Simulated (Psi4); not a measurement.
Cl3Fe (SMILES [Cl][Fe]([Cl])[Cl]), sextet, geometry from GFN2-xTB (such geometries of metal compounds can be far from the true shape); PBE/STO-3G (Psi4).

Here is a job for Psi4.
```
memory 2 GB

molecule {
0 6
Fe   -0.09061902   -0.36016981   -0.20402693
Cl    1.97242024   -0.04348847   -0.35061360
Cl   -0.67696321   -0.59021958    1.79126336
Cl   -1.15686324    1.18455599   -1.12860857
}

set {
  basis sto-3g
  reference uks
}

energy('pbe')
print_variables()
```

Q: Predict the main parts of the log of this Psi4 run.

A: 
```
   => Loading Basis Set <=

    Name: STO-3G
    Role: ORBITAL
    Keyword: BASIS

         ---------------------------------------------------------
                                   SCF
               by Justin Turney, Rob Parrish, Andy Simmonett
                          and Daniel G. A. Smith
                              UKS Reference
         ---------------------------------------------------------

  ==> Geometry <==

    Molecular point group: c1
    Full point group: C1

    Geometry (in Angstrom), charge = 0, multiplicity = 6:

       Center              X                  Y                   Z               Mass
    ------------   -----------------  -----------------  -----------------  -----------------
         FE          -0.089236893518    -0.354676482984    -0.200915102811    55.934936330000
         CL           1.973802366482    -0.037995142984    -0.347501772811    34.968852682000
         CL          -0.675581083518    -0.584726252984     1.794375187189    34.968852682000
         CL          -1.155481113518     1.190049317016    -1.125496742811    34.968852682000

  Running in c1 symmetry.

  Rotational constants: A =      0.07556  B =      0.07556  C =      0.04049 [cm^-1]
  Rotational constants: A =   2265.27196  B =   2265.27195  C =   1213.88571 [MHz]
  Nuclear repulsion =  468.326338160754858

  Charge       = 0
  Multiplicity = 6
  Electrons    = 77
  Nalpha       = 41
  Nbeta        = 36

  ==> Algorithm <==

  SCF Algorithm Type is DF.
  DIIS enabled.
  MOM disabled.
  Fractional occupation disabled.
  Guess Type is SAD.
  Energy threshold   = 1.00e-06
  Density threshold  = 1.00e-06
  Integral threshold = 1.00e-12

  ==> Primary Basis <==

  Basis Set: STO-3G
    Blend: STO-3G
    Number of shells: 23
    Number of basis functions: 45
    Number of Cartesian functions: 46
    Spherical Harmonics?: true
    Max angular momentum: 2

  ==> DFT Potential <==

   => LibXC <=

    Version 7.1.2
    S. Lehtola, C. Steigemann, M. J. T. Oliveira, and M. A. L. Marques,  SoftwareX 7, 1–5 (2018) (10.1016/j.softx.2017.11.002)

   => Composite Functional: PBE <=

    PBE GGA Exchange-Correlation Functional

    J.P. Perdew et. al., Phys. Rev. Lett., 77(18), 3865-3868, 1996

    Deriv               =              1
    GGA                 =           TRUE
    Meta                =          FALSE

    Exchange Hybrid     =          FALSE
    MP2 Hybrid          =          FALSE

   => Exchange Functionals <=

    1.0000     XC_GGA_X_PBE

   => Correlation Functionals <=

    1.0000     XC_GGA_C_PBE

   => LibXC Density Thresholds  <==

    XC_GGA_C_PBE:  1.00E-12
    XC_GGA_X_PBE:  1.00E-15

   => Molecular Quadrature <=

    Radial Scheme          =       TREUTLER
    Pruning Scheme         =           NONE
    Nuclear Scheme         =       TREUTLER

    Blocking Scheme        =         OCTREE
    BS radius alpha        =              1
    Pruning alpha          =              1
    Radial Points          =             75
    Spherical Points       =            302
    Total Points           =          82092
    Total Blocks           =            693
    Max Points             =            256
    Max Functions          =             38
    Weights Tolerance      =       1.00E-15

   => Loading Basis Set <=

    Name: (STO-3G AUX)
    Role: JKFIT
    Keyword: DF_BASIS_SCF

  ==> Integral Setup <==

  SCF_SUBTYPE=INCORE selected. In-core MEM_DF algorithm will be used.
  Using in-core AOs.

  ==> MemDFJK: Density-Fitted J/K Matrices <==

    J tasked:                   Yes
    K tasked:                    No
    wK tasked:                   No
    Algorithm:                 Core
    Schwarz Cutoff:           1E-12
    Mask sparsity (%):      14.8148
    Fitting Condition:        1E-10

   => Auxiliary Basis Set <=

  Basis Set: (STO-3G AUX)
    Blend: DEF2-UNIVERSAL-JKFIT
    Number of shells: 172
    Number of basis functions: 648
    Number of Cartesian functions: 842
    Spherical Harmonics?: true
    Max angular momentum: 6

  Minimum eigenvalue in the overlap matrix is 2.4106573922E-01.
  Reciprocal condition number of the overlap matrix is 1.2678514230E-01.
    Using symmetric orthogonalization.

  ==> Pre-Iterations <==

  SCF Guess: Superposition of Atomic Densities via on-the-fly atomic UHF (no occupation information).

   -------------------------
    Irrep   Nso     Nmo
   -------------------------
     A         45      45
   -------------------------
    Total      45      45
   -------------------------

  ==> Iterations <==

                           Total Energy        Delta E     RMS |[F,P]|

   @DF-UKS iter SAD: -2614.53086429483255   -2.61453e+03   0.00000e+00
   @DF-UKS iter   1: -2607.41646741641671    7.11440e+00   5.46187e-02 DIIS/ADIIS
   @DF-UKS iter   2: -2597.29211037571940    1.01244e+01   1.15694e-01 ADIIS
   @DF-UKS iter   3: -2610.73514957077032   -1.34430e+01   4.13515e-02 DIIS/ADIIS
   @DF-UKS iter   4: -2614.88214918851781   -4.14700e+00   3.54857e-03 DIIS/ADIIS
   @DF-UKS iter   5: -2614.91149422920535   -2.93450e-02   1.75507e-03 DIIS/ADIIS
   @DF-UKS iter   6: -2614.91605598888691   -4.56176e-03   1.38882e-03 DIIS/ADIIS
   @DF-UKS iter   7: -2614.91792381136747   -1.86782e-03   9.73210e-04 DIIS/ADIIS
   @DF-UKS iter   8: -2614.91928611346248   -1.36230e-03   4.57354e-04 DIIS/ADIIS
   @DF-UKS iter   9: -2614.91966200448996   -3.75891e-04   1.46417e-04 DIIS/ADIIS
   @DF-UKS iter  10: -2614.91970751258168   -4.55081e-05   1.94464e-05 DIIS
   @DF-UKS iter  11: -2614.91970829905767   -7.86476e-07   1.72133e-06 DIIS
   @DF-UKS iter  12: -2614.91970830363653   -4.57885e-09   1.20089e-06 DIIS
   @DF-UKS iter  13: -2614.91970830782157   -4.18504e-09   1.33930e-07 DIIS
  Energy and wave function converged.

  ==> Post-Iterations <==

   Electrons on quadrature grid:
      Nalpha   =   41.0000011335 ; deviation = 1.133e-06
      Nbeta    =   35.9999993540 ; deviation = -6.460e-07
      Ntotal   =   77.0000004875 ; deviation = 4.875e-07

   @Spin Contamination Metric:   1.080183683E-02
   @S^2 Expected:                8.750000000E+00
   @S^2 Observed:                8.760801837E+00
   @S   Expected:                2.500000000E+00
   @S   Observed:                2.500000000E+00

    Orbital Energies [Eh]
    ---------------------

    Alpha Occupied:

       1A   -252.537833     2A    -99.606665     3A    -99.606646
       4A    -99.606646     5A    -29.373103     6A    -25.920626
       7A    -25.914789     8A    -25.914788     9A     -8.973328
      10A     -8.972397    11A     -8.972397    12A     -6.820339
      13A     -6.819990    14A     -6.819990    15A     -6.811183
      16A     -6.810672    17A     -6.810661    18A     -6.810047
      19A     -6.810042    20A     -6.809868    21A     -3.603317
      22A     -2.445811    23A     -2.435575    24A     -2.435568
      25A     -0.725839    26A     -0.708943    27A     -0.708943
      28A     -0.351914    29A     -0.338607    30A     -0.338606
      31A     -0.305031    32A     -0.305030    33A     -0.304422
      34A     -0.284716    35A     -0.284713    36A     -0.266920
      37A     -0.234385    38A     -0.222022    39A     -0.222020
      40A     -0.189988    41A     -0.189988

    Alpha Virtual:

      42A     -0.090445    43A      0.123514    44A      0.145343
      45A      0.145348

    Beta Occupied:

       1A   -252.537378     2A    -99.606445     3A    -99.606426
       4A    -99.606426     5A    -29.331332     6A    -25.886594
       7A    -25.881556     8A    -25.881555     9A     -8.973057
      10A     -8.972126    11A     -8.972126    12A     -6.820353
      13A     -6.820033    14A     -6.820032    15A     -6.810931
      16A     -6.810379    17A     -6.810369    18A     -6.809275
      19A     -6.809268    20A     -6.809083    21A     -3.391207
      22A     -2.231566    23A     -2.224524    24A     -2.224518
      25A     -0.721587    26A     -0.703869    27A     -0.703869
      28A     -0.341601    29A     -0.307724    30A     -0.307723
      31A     -0.284003    32A     -0.266138    33A     -0.266137
      34A     -0.248804    35A     -0.248804    36A     -0.230542

    Beta Virtual:

      37A     -0.111095    38A     -0.060648    39A     -0.060644
      40A     -0.042307    41A     -0.042306    42A     -0.031919
      43A      0.145828    44A      0.181784    45A      0.181790

    Final Occupation by Irrep:
              A
    DOCC [    36 ]
    SOCC [     5 ]
    NA   [    41 ]
    NB   [    36 ]

  @DF-UKS Final Energy: -2614.91970830782157

   => Energetics <=

    Nuclear Repulsion Energy =            468.3263381607548581
    One-Electron Energy =               -4543.4496578953712742
    Two-Electron Energy =                1599.3671837161100484
    DFT Exchange-Correlation Energy =    -139.1635722893154252
    Empirical Dispersion Energy =           0.0000000000000000
    VV10 Nonlocal Energy =                  0.0000000000000000
    Total Energy =                      -2614.9197083078215655

  UHF NO Occupations:
  HONO-2 :   39  A 1.0000000
  HONO-1 :   40  A 1.0000000
  HONO-0 :   41  A 1.0000000
  LUNO+0 :   42  A 0.0037096
  LUNO+1 :   43  A 0.0007701
  LUNO+2 :   44  A 0.0007699
  LUNO+3 :   45  A 0.0001589

Computation Completed

Properties will be evaluated at   0.000000,   0.000000,   0.000000 [a0]

Properties computed using the SCF density matrix

 Multipole Moments:

 ------------------------------------------------------------------------------------
     Multipole            Electronic (a.u.)      Nuclear  (a.u.)        Total (a.u.)
 ------------------------------------------------------------------------------------

 L = 1.  Multiply by 2.5417464519 to convert [e a0] to [Debye]
 Dipole X            :         -0.4088462            0.2011116           -0.2077346
 Dipole Y            :         -1.6249850            0.7993279           -0.8256571
 Dipole Z            :         -0.9205136            0.4527987           -0.4677149
 Magnitude           :                                                    0.9714014

 ------------------------------------------------------------------------------------

  Variable Map:
  ----------------------------------------------------------------------------
  "CURRENT ENERGY"              =>   -2614.919708307822
  "CURRENT REFERENCE ENERGY"    =>   -2614.919708307822
  "DD SOLVATION ENERGY"         =>       0.000000000000
  "DFT FUNCTIONAL TOTAL ENERGY" =>   -2614.919708307822
  "DFT TOTAL ENERGY"            =>   -2614.919708307822
  "DFT VV10 ENERGY"             =>       0.000000000000
  "DFT XC ENERGY"               =>    -139.163572289315
  "GRID ELECTRONS ALPHA"        =>      41.000001133495
  "GRID ELECTRONS BETA"         =>      35.999999353995
  "GRID ELECTRONS TOTAL"        =>      77.000000487491
  "NUCLEAR REPULSION ENERGY"    =>     468.326338160755
  "ONE-ELECTRON ENERGY"         =>   -4543.449657895371
  "PCM POLARIZATION ENERGY"     =>       0.000000000000
  "PE ENERGY"                   =>       0.000000000000
  "SCF ITERATION ENERGY"        =>   -2614.919708307822
  "SCF ITERATIONS"              =>      13.000000000000
  "SCF TOTAL ENERGY"            =>   -2614.919708307822
  "TWO-ELECTRON ENERGY"         =>    1599.367183716110
  "XC GRID RADIAL POINTS"       =>      75.000000000000
  "XC GRID SPHERICAL POINTS"    =>     302.000000000000
  "XC GRID TOTAL POINTS"        =>   82092.000000000000

  Array Variable Map:
  ----------------------------------------------------------------------------
  "CURRENT DIPOLE"              =>      -0.207734615213 ... -0.467714911048 1 by 3
  "SCF DIPOLE"                  =>      -0.207734615213 ... -0.467714911048 1 by 3
  "SCF TOTAL ENERGIES"          =>   -2614.530864294833 ... -2614.919708307822 1 by 14
```
